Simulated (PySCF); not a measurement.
Species: C3H5BrS.
Bonds: C1–C2 (double), C2–Br3, C2–S4, S4–C5. Hydrogens: H6, H7 on C1; H8, H9, H10 on C5.

Level of theory: PySCF, PBE0-D3(BJ)/def2-SVP geometry optimisation, gas phase.

Task: Give the optimised bond lengths and angles.

Result: 
| bond | length (Å) | order |
| --- | --- | --- |
| C1=C2 | 1.337 | double |
| C2–Br3 | 1.894 | single |
| C2–S4 | 1.751 | single |
| S4–C5 | 1.800 | single |
| C1–H6 | 1.091 | single |
| C1–H7 | 1.091 | single |
| C5–H8, C5–H9, C5–H10 | 1.099 | single |

Bonds in one row agree within 0.01 Å and their mean is given. Orders are formal, as drawn. A selection of angles:
| angle | degrees |
| --- | --- |
| C2–C1–H6 | 120.6 |
| C2–C1–H7 | 121.2 |
| H6–C1–H7 | 118.2 |
| C1–C2–Br3 | 120.6 |
| C1–C2–S4 | 129.2 |
| Br3–C2–S4 | 110.2 |
| C2–S4–C5 | 101.7 |
| S4–C5–H8 | 105.9 |
| S4–C5–H9 | 111.3 |
| H8–C5–H9 | 109.0 |

Torsions: C1–C2–S4–C5 0° (synperiplanar).

S4 (sulfide sulfur) is bent (angle 101.7°). Of the pairs four or more bonds apart, C5···H7 is among the closest relative to their van der Waals radii: 2.61 Å, 90 % of the sum of Bondi's values. The 5 heavy atoms lie in one plane (0.004 Å rms). The C–S distances run from 1.751 Å (C2–S4, drawn single) to 1.800 Å (S4–C5, drawn single), a spread of 0.049 Å.

Point group: Cs (every atom within 0.08 Å of its image). Whether it is a minimum is left open (no frequencies). The numbers are those of one conformer.
